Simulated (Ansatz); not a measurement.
Geometry optimisation, RKS BLYP/def2-SVP in Ansatz.

input.yaml

```yaml
crystal:
  periodic: [false, false, false]
  atoms:
    - { symbol: "N", position_ang: [-1.479, -0.883, -1.3634] }
    - { symbol: C, position_ang: [-0.8279, -0.1103, -0.5907] }
    - { symbol: C, position_ang: [0.4022, -0.6548, -0.0065] }
    - { symbol: Al, position_ang: [0.09315, -2.30492, 1.19369] }
    - { symbol: H, position_ang: [-2.3937, -0.4808, -1.8107] }
    - { symbol: H, position_ang: [-1.1512, 0.9209, -0.3673] }
    - { symbol: H, position_ang: [1.14568, -0.95997, -0.76983] }
    - { symbol: H, position_ang: [0.90522, 0.09138, 0.70622] }
    - { symbol: H, position_ang: [-0.34422, -3.68264, 0.35932] }
    - { symbol: H, position_ang: [-0.68186, -2.10503, 2.5172] }
basis:
  gaussian: { orbitals: def2-SVP }
hamiltonian:
  xc: blyp
relax:
  f_tol: 0.015
  max_steps: 40
output:
  orbitals: {}
```

Launched with:

```bash
$ ansatz run input.yaml --threads 1 --pin off --max-ram 2048MiB --backend cpu --events-out ev --progress --plain --runs-dir out
```

**Question.** Where does it end, and by what steps?

**Answer.** The forces met the threshold. After 12 steps the energy has fallen by 1.420 eV; H5 moved furthest, 0.80 Å. Joined: N1–Al4, C2–Al4.

```
step  energy less start (eV)  largest force component (eV/Å)  accepted
   0                  0.0000                           2.452       yes
   1                 -0.5781                           1.032       yes
   2                 -0.6876                           0.607       yes
   3                 -0.7495                           0.465       yes
   4                 -0.8590                           0.692       yes
   5                 -1.0526                           1.085       yes
   6                 -1.2538                           1.233       yes
   7                 -1.3454                           1.566       yes
   8                 -1.3023                           0.957        no
   9                 -1.4186                           0.180       yes
  10                 -1.4198                           0.064       yes
  11                 -1.4199                           0.047       yes
  12                 -1.4200                           0.005       yes
```

```xyz
10
Properties=species:S:1:pos:R:3
N -1.529 -1.067 -0.657
C -0.665 -0.087 -0.526
C 0.603 -0.515 0.080
Al -0.498 -2.199 0.680
H -2.430 -0.875 -1.111
H -0.941 0.965 -0.769
H 1.271 -0.967 -0.684
H 1.155 0.264 0.636
H -0.035 -3.632 0.141
H -1.263 -2.057 2.078
```

The run took 89 s on 1 thread of Intel(R) Xeon(R) Processor @ 2.50GHz (Skylake/Cascade Lake), on a shared host, peak memory 0.14 GiB.
